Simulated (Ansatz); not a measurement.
A series at Sn: from `[SiH3][SnH]([SiH3])[SiH3]`, ligands are replaced one by one, each step taking up H₂ and setting free SiH₄; n counts the steps. Ansatz, PBE0-D4/def2-TZVP geometries.

CBS adds triple-zeta CCSD(T) − MP2 to the MP2 limit, frozen cores; atoms without spin–orbit coupling. Elements past krypton have def2 core potentials. Outer-core shells of Sn are correlated without core-valence functions. Spin–orbit coupling is left out.

```tsv
n	molecule	atomization energy, CCSD(T)/CBS (kJ/mol)
0	`[SiH3][SnH]([SiH3])[SiH3]`	3855.0
1	`[SiH3][SnH2][SiH3]`	2935.2
2	`[SiH3][SnH3]`	2018.4
3	`[SnH4]`	?
```

Task: By hand: fit a straight line y = ȳ + b (n − n̄) to the 3 given rows and predict n = 3.

Result: n̄ = 1.000, ȳ = 2936.20; Σ(n − n̄)(y − ȳ) = -1836.60, Σ(n − n̄)² = 2.000, so b = -918.30 kJ/mol a step. Prediction: 2936.20 + (-918.30) × (2.000) = 1099.6 kJ/mol.

Task: By hand: compare with the computed value, 1104.7 kJ/mol, and give the steps along the whole series.

Result: The line misses by 5.1 kJ/mol (computed minus predicted). Steps: -919.8, -916.8, -913.7 kJ/mol.

The steps differ by at most 6.1 kJ/mol, 0.7 % of a mean step, so the ligands' effects nearly add and a line is close. The miss is 0.2 % of the series' range. The energies themselves are unsure by some kJ/mol a bond, though much of that is common to the series.
